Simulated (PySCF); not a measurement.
Isomers of C6H13OP, from PBE0-D3(BJ)/def2-SVP geometry optimisation, gas phase in PySCF 2.14.0. One conformer each, no zero-point energy, no frequencies.

Task: Which is lower in electronic energy at this level?
A. `[CH3:1][C@@H:2]1[CH2:3][CH2:4][P@@H:5](=[O:6])[C@@H:7]1[CH3:8]` with C1–C2–C3–C4 -177°, C2–C3–C4–P5 33°, C3–C4–P5–O6 -133°, C4–P5–C7–C8 105°: A = 2621, B = 1357, C = 1114 MHz, dipole 4.30 D
B. `[CH3:1][CH:2]([CH3:3])[P@@:4]1(=[O:5])[CH2:6][C@H:7]1[CH3:8]` with C1–C2–P4–O5 63°: A = 2264, B = 1370, C = 1162 MHz, dipole 3.98 D

Result: A. That is `O=[P@H]1[C@@H]([C@@H](CC1)C)C`, 23.6 kcal/mol below the other.

```tsv
SMILES	mapped SMILES	E (Eh)	relative (kcal/mol)	relative (kJ/mol)	dipole (D)
C[C@@H]1CC[P@@H](=O)[C@@H]1C	[CH3:1][C@@H:2]1[CH2:3][CH2:4][P@@H:5](=[O:6])[C@@H:7]1[CH3:8]	-652.25359	0.0	0.0	4.30
CC(C)[P@@]1(=O)C[C@H]1C	[CH3:1][CH:2]([CH3:3])[P@@:4]1(=[O:5])[CH2:6][C@H:7]1[CH3:8]	-652.21590	23.6	99.0	3.98
```

As drawn, the higher has a three-membered ring, which the lower lacks.
